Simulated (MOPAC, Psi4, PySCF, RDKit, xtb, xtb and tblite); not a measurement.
Two geometries of C₃H₆OS, SMILES CSCC=O, relaxed at GFN2-xTB with one dihedral held; other torsions can differ between them too.

Structure A

```
11

C      1.6053    -0.0790    -0.7068
S      0.6399    -0.7106     0.6889
C     -1.0379    -0.6456    -0.0525
C     -1.2903     0.8242    -0.0031
O     -1.0022     1.5920    -0.8836
H      1.6186    -0.8186    -1.5027
H      1.1671     0.8545    -1.0533
H      2.6107     0.0939    -0.3381
H     -0.9927    -1.0521    -1.0612
H     -1.6932    -1.2241     0.5914
H     -1.6528     1.1782     0.9786
```

Structure B

```
11

C     -1.6681    -0.1033    -0.6859
S     -0.7209    -0.8839     0.6500
C      0.9695    -0.5936     0.0377
C      1.3680     0.8501    -0.0474
O      0.6962     1.7946     0.2416
H     -1.4163    -0.5736    -1.6328
H     -1.4547     0.9605    -0.7068
H     -2.7152    -0.2689    -0.4558
H      1.0840    -1.0581    -0.9452
H      1.6373    -1.1048     0.7331
H      2.4012     0.9702    -0.4379
```

Task: Which is lower in energy at the level DF-MP2 (frozen core)/cc-pVTZ // GFN2-xTB run with Psi4, and by how much?

Result: A is lower, by 1.61 kcal/mol (dihedral S2–C3–C4–O5: 90° in A, 0° in B).

E(B) − E(A) in kcal/mol at the other levels, on the same two geometries: GFN2-xTB (xtb and tblite) 2.92; MMFF94 // GFN2-xTB (RDKit) -3.22; B3LYP/def2-TZVP // GFN2-xTB (Psi4) 1.55; B3LYP-D3(BJ)/def2-TZVP // GFN2-xTB (Psi4) 1.79; PBE/def2-TZVP // GFN2-xTB (Psi4) 2.60; PBE-D3(BJ)/def2-TZVP // GFN2-xTB (Psi4) 2.73; wB97X-D/def2-TZVP // GFN2-xTB (Psi4) 1.14; HF/cc-pVTZ // GFN2-xTB (Psi4) -0.51; UFF // GFN2-xTB (RDKit) -3.51; PM6, restricted, heats of formation // GFN2-xTB (MOPAC) 1.95; PM7, restricted, heats of formation // GFN2-xTB (MOPAC) 0.97; GFN1-xTB // GFN2-xTB (xtb) 2.72; restricted B3LYP/6-31G*, spherical d // GFN2-xTB (PySCF) 0.81; restricted B3LYP/3-21G // GFN2-xTB (PySCF) -0.07; restricted BP86/6-31G*, spherical d // GFN2-xTB (PySCF) 1.70; restricted Hartree-Fock/3-21G // GFN2-xTB (PySCF) -1.67.
